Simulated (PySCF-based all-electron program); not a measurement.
# Forces on CuAgS, singlet in several shapes

All-electron Kohn–Sham DFT on the free molecule, computed near the basis limit with an in-house program on PySCF integrals; Koelling–Harmon scalar relativity, no spin–orbit coupling, spin-restricted. Forces are good to about 0.007 eV/Å. Atoms are numbered as listed.

Shape A:

```tsv
atom	x (Å)	y (Å)	z (Å)
S	-0.0440	0.0359	0.0301
Cu	0.1174	-0.0296	2.0889
Ag	2.2051	-0.0976	0.3489
```

PBE forces:

```csv
atom,Fx,Fy,Fz (eV/Å)
S1,-0.425,0.023,0.037
Cu2,0.005,0.003,-0.109
Ag3,0.420,-0.025,0.072
```

Shape B:

```csv
atom,x (Å),y (Å),z (Å)
S,0.1008,-0.0728,-0.0573
Cu,0.0519,0.0247,2.2115
Ag,2.1234,0.0485,0.3790
```

Against shape A, S1–Cu2 goes from 2.066 to 2.271 Å, S1–Ag3 goes from 2.276 to 2.073 Å, Cu2–Ag3 goes from 2.719 to 2.766 Å.

Problem. What forces does PBE give in shape B?

Solution. 

```
atom      Fx      Fy  Fz (eV/Å)
  S1  -3.520  -0.142      0.816
 Cu2   0.096  -0.067     -1.623
 Ag3   3.424   0.208      0.807
```
